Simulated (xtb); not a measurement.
AlCl2 (SMILES [Cl][Al][Cl]), doublet, from a rough starting geometry (GFN-xTB shapes and energies of metal compounds can be far from the true ones); GFN2-xTB run with xtb.

Input for xtb:
```
$ xtb mol.xyz --gfn 2 --uhf 1 --opt vtight --json

# file mol.xyz
3

Al     0.02055468     0.70066280     0.05165389
Cl     1.77891845    -0.34086335     0.03819003
Cl    -1.85924531    -0.34904420    -0.01391989
```

### Question
What does xtb print? Leave out banner, timings and long lists.

### Answer

```
   ID    Z sym.   atoms
    1   13 Al     1
    2   17 Cl     2, 3

           -------------------------------------------------
          |                Calculation Setup                |
           -------------------------------------------------

           -------------------------------------------------
          |                 G F N 2 - x T B                 |
           -------------------------------------------------

          ...................................................
          :                      SETUP                      :
          :.................................................:
          :  # basis functions                  30          :
          :  # atomic orbitals                  27          :
          :  # shells                            9          :
          :  # electrons                        17          :
          :  max. iterations                   250          :
          :  Hamiltonian                  GFN2-xTB          :
          :  restarted?                      false          :
          :  GBSA solvation                  false          :
          :  PC potential                    false          :
          :  electronic temp.          300.0000000     K    :
          :  accuracy                    1.0000000          :
          :  -> integral cutoff          0.2500000E+02      :
          :  -> integral neglect         0.1000000E-07      :
          :  -> SCF convergence          0.1000000E-05 Eh   :
          :  -> wf. convergence          0.1000000E-03 e    :
          :  Broyden damping             0.4000000          :
          :  net charge                          0          :
          :  unpaired electrons                  1          :
          ...................................................

 iter      E             dE          RMSdq      gap      omega  full diag
   1    -10.2551127 -0.102551E+02  0.167E+01    2.23       0.0  T
   2    -10.2650408 -0.992815E-02  0.107E+01    2.66       1.0  T
   3    -10.2653365 -0.295684E-03  0.278E+00    3.53       1.0  T
   4    -10.2678886 -0.255213E-02  0.629E-01    3.27       1.0  T
   5    -10.2681032 -0.214577E-03  0.539E-01    3.24       1.0  T
   6    -10.2681658 -0.626012E-04  0.244E-01    3.23       1.0  T
   7    -10.2681795 -0.137386E-04  0.127E-01    3.23       1.0  T
   8    -10.2681859 -0.639915E-05  0.125E-01    3.24       1.0  T
   9    -10.2681931 -0.714217E-05  0.689E-02    3.23       1.0  T
  10    -10.2681924  0.701419E-06  0.317E-02    3.23       1.8  T
  11    -10.2681938 -0.139126E-05  0.115E-02    3.23       5.0  T
  12    -10.2681938 -0.164325E-07  0.103E-02    3.23       5.6  T
  13    -10.2681938 -0.491354E-07  0.808E-03    3.23       7.1  T
  14    -10.2681939 -0.731421E-07  0.227E-03    3.23      25.5  T
  15    -10.2681939 -0.569274E-08  0.225E-04    3.23     256.9  T
  16    -10.2681939 -0.482991E-11  0.102E-04    3.23     565.3  T

   *** convergence criteria satisfied after 16 iterations ***

         :::::::::::::::::::::::::::::::::::::::::::::::::::::
         ::                     SUMMARY                     ::
         :::::::::::::::::::::::::::::::::::::::::::::::::::::
         :: total energy             -10.252631229655 Eh    ::
         :: gradient norm              0.035128094061 Eh/a0 ::
         :: HOMO-LUMO gap              3.227663774435 eV    ::
         ::.................................................::
         :: SCC energy               -10.268193924662 Eh    ::
         :: -> isotropic ES            0.021904763413 Eh    ::
         :: -> anisotropic ES          0.000982897413 Eh    ::
         :: -> anisotropic XC         -0.003515475852 Eh    ::
         :: -> dispersion             -0.002011112217 Eh    ::
         :: repulsion energy           0.015562695007 Eh    ::
         :: add. restraining           0.000000000000 Eh    ::
         :: total charge              -0.000000000000 e     ::
         :::::::::::::::::::::::::::::::::::::::::::::::::::::

      -----------------------------------------------------------
     |                   =====================                   |
     |                        A N C O P T                        |
     |                   =====================                   |
     |               Approximate Normal Coordinate               |
     |                Rational Function Optimizer                |
      -----------------------------------------------------------
      -----------------------------------------------------------
     |                   =====================                   |
     |                        A N C O P T                        |
     |                   =====================                   |
     |               Approximate Normal Coordinate               |
     |                Rational Function Optimizer                |
      -----------------------------------------------------------

          ...................................................
          :                      SETUP                      :
          :.................................................:
          :   optimization level         verytight          :
          :   max. optcycles                   200          :
          :   ANC micro-cycles                  20          :
          :   degrees of freedom                 3          :
          :.................................................:
          :   RF solver                   davidson          :
          :   write xtbopt.log                true          :
          :   linear?                        false          :
          :   energy convergence         0.1000000E-06 Eh   :
          :   grad. convergence          0.2000000E-03 Eh/α :
          :   maxmium RF displ.          1.0000000          :
          :   Hlow (freq-cutoff)         0.1000000E-01      :
          :   Hmax (freq-cutoff)         5.0000000          :
          :   S6 in model hess.         20.0000000          :
[...]
 * total energy  :   -10.2526312 Eh     change       -0.1462119E-10 Eh
 * total energy  :   -10.2557652 Eh     change       -0.3134006E-02 Eh
 * total energy  :   -10.2558200 Eh     change       -0.5479024E-04 Eh
 * total energy  :   -10.2558446 Eh     change       -0.2459778E-04 Eh
 * total energy  :   -10.2558447 Eh     change       -0.9937115E-07 Eh
   *** GEOMETRY OPTIMIZATION CONVERGED AFTER 5 ITERATIONS ***
[...]
          :  PC potential                    false          :
          :  electronic temp.          300.0000000     K    :
          :  accuracy                    1.0000000          :
          :  -> integral cutoff          0.2500000E+02      :
          :  -> integral neglect         0.1000000E-07      :
          :  -> SCF convergence          0.1000000E-05 Eh   :
          :  -> wf. convergence          0.1000000E-03 e    :
          :  Broyden damping             0.4000000          :
          :  net charge                          0          :
          :  unpaired electrons                  1          :
          ...................................................

 iter      E             dE          RMSdq      gap      omega  full diag
   1    -10.2762811 -0.102763E+02  0.372E-04    3.15       0.0  T
   2    -10.2762811 -0.431761E-10  0.289E-04    3.15     199.9  T
   3    -10.2762811 -0.550333E-10  0.222E-04    3.15     260.0  T

   *** convergence criteria satisfied after 3 iterations ***

         :::::::::::::::::::::::::::::::::::::::::::::::::::::
         ::                     SUMMARY                     ::
         :::::::::::::::::::::::::::::::::::::::::::::::::::::
         :: total energy             -10.255844722892 Eh    ::
         :: gradient norm              0.000152030470 Eh/a0 ::
         :: HOMO-LUMO gap              3.153206969821 eV    ::
         ::.................................................::
         :: SCC energy               -10.276281126669 Eh    ::
         :: -> isotropic ES            0.020326963964 Eh    ::
         :: -> anisotropic ES          0.001084027310 Eh    ::
         :: -> anisotropic XC         -0.003153333995 Eh    ::
         :: -> dispersion             -0.001993072473 Eh    ::
         :: repulsion energy           0.020436403776 Eh    ::
         :: add. restraining           0.000000000000 Eh    ::
         :: total charge               0.000000000000 e     ::
         :::::::::::::::::::::::::::::::::::::::::::::::::::::

           -------------------------------------------------
          |                Property Printout                |
           -------------------------------------------------

    * Orbital Energies and Occupations

         #    Occupation            Energy/Eh            Energy/eV
      -------------------------------------------------------------
         1        2.0000           -1.0571837             -28.7674
         2        2.0000           -1.0568786             -28.7591
         3        2.0000           -0.5047451             -13.7348
         4        2.0000           -0.4580919             -12.4653
         5        2.0000           -0.4577193             -12.4552
         6        2.0000           -0.4571380             -12.4394
         7        2.0000           -0.4509342             -12.2705
         8        2.0000           -0.4457204             -12.1287
         9        1.0000           -0.3292729              -8.9600 (HOMO)
        10                         -0.2133947              -5.8068 (LUMO)
        11                         -0.1827527              -4.9730
        12                         -0.1205564              -3.2805
        13                         -0.1159399              -3.1549
        14                         -0.0814242              -2.2157
        15                         -0.0388498              -1.0572
        16                          0.0101360               0.2758
        17                          0.0117398               0.3195
        18                          0.0142811               0.3886
        19                          0.0142887               0.3888
        20                          0.0161618               0.4398
       ...                                ...                  ...
        27                          0.9326334              25.3782
      -------------------------------------------------------------
                  HL-Gap            0.1158782 Eh            3.1532 eV
             Fermi-level           -0.3294152 Eh           -8.9638 eV

     #   Z          covCN         q      C6AA      α(0)
     1  13 Al       1.537     0.334   199.539    34.783
     2  17 Cl       0.769    -0.167   104.218    15.616
     3  17 Cl       0.769    -0.167   104.211    15.616

 Mol. C6AA /au·bohr⁶  :       1140.221585
 Mol. C8AA /au·bohr⁸  :      69641.542730
 Mol. α(0) /au        :         66.015043

Wiberg/Mayer (AO) data.
largest (>0.10) Wiberg bond orders for each atom

 ---------------------------------------------------------------------------
     #   Z sym  total        # sym  WBO       # sym  WBO       # sym  WBO
 ---------------------------------------------------------------------------
     1  13 Al   2.731 --     3 Cl   1.366     2 Cl   1.365
     2  17 Cl   1.429 --     1 Al   1.365
     3  17 Cl   1.429 --     1 Al   1.366
 ---------------------------------------------------------------------------

Topologies differ in total number of bonds
Writing topology from bond orders to xtbtopo.mol

molecular dipole:
                 x           y           z       tot (Debye)
 q only:        0.001       0.555       0.021
   full:        0.000       0.338       0.013       0.860
molecular quadrupole (traceless):
                xx          xy          yy          xz          yz          zz
 q only:       -4.251      -0.011       2.360      -0.088       0.057       1.891
  q+dip:       -2.433      -0.007       1.651      -0.046       0.057       0.782
   full:       -4.472       0.001       1.888      -0.100      -0.001       2.584

optimized geometry written to: xtbopt.xyz

           -------------------------------------------------
          | TOTAL ENERGY              -10.255844722892 Eh   |
          | GRADIENT NORM               0.000152030470 Eh/α |
          | HOMO-LUMO GAP               3.153206969821 eV   |
           -------------------------------------------------

normal termination of xtb
```
